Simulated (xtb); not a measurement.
(3E)-hexa-1,3-diene (C₆H₁₀), SMILES C(/C=C/C=C)C. All values are semi-empirical tight-binding results from xtb (GFN2-xTB unless named), good for trends rather than for accurate numbers. Coordinates come from a GFN2-xTB optimisation. The values are those of a single conformer.

Optimised geometry:

```xyz
16

C      3.0790     0.3934     0.0749
C      1.9503    -0.2500    -0.2052
C      0.6390     0.3500    -0.1133
C     -0.4928    -0.2954    -0.3897
C     -1.8591     0.2968    -0.2864
C     -2.7088    -0.4562     0.7386
H      3.0763     1.4235     0.3924
H      4.0421    -0.0811    -0.0006
H      1.9793    -1.2850    -0.5219
H      0.6082     1.3866     0.1987
H     -0.4573    -1.3334    -0.6971
H     -2.3507     0.2388    -1.2625
H     -1.7886     1.3490    -0.0040
H     -3.7056    -0.0254     0.7971
H     -2.8010    -1.5042     0.4618
H     -2.2485    -0.4005     1.7227
```

* **orbital gap**: 3.67 eV
* **dipole moment**: 0.64 D
* **zero-point energy**: 87.3 kcal/mol
* **G − E(el) at 298.15 K (modified RRHO)**: 67.6 kcal/mol
* **static polarisability (D4 model)**: 73.6 bohr³
* **solvation energy, GFN2-xTB/ALPB(water)**: -0.6 kcal/mol
* **solvation energy, GFN2-xTB/ALPB(ether)**: -5.5 kcal/mol

### Question
Give the IR lines (harmonic; lines under 4 % of the strongest left out, lines within 3 cm⁻¹ merged). (The exact figures need the calculation; the answer reports its results.)

### Answer
ν (cm⁻¹): 823 (w), 880 (w), 963 (w), 1035 (m), 1687 (m), 2944 (m), 2984 (m), 3032 (s), 3038 (m), 3046 (w), 3060 (vs), 3099 (m), 3129 (m) (against the strongest line: vs over 80 %, s over 45 %, m over 15 %, w over 4 %, vw less)

Computed atomic charges and the Wiberg bond orders between heavy atoms:
charges (e) C1 -0.09, C2 -0.03, C3 -0.04, C4 -0.04, C5 -0.05, C6 -0.10, H7 0.04, H8 0.03, H9 0.03, H10 0.03, H11 0.03, H12 0.04, H13 0.03, H14 0.03, H15 0.04, H16 0.04. Bond orders C1–C2 1.88, C2–C3 1.12, C3–C4 1.83, C4–C5 1.03, C5–C6 1.00.
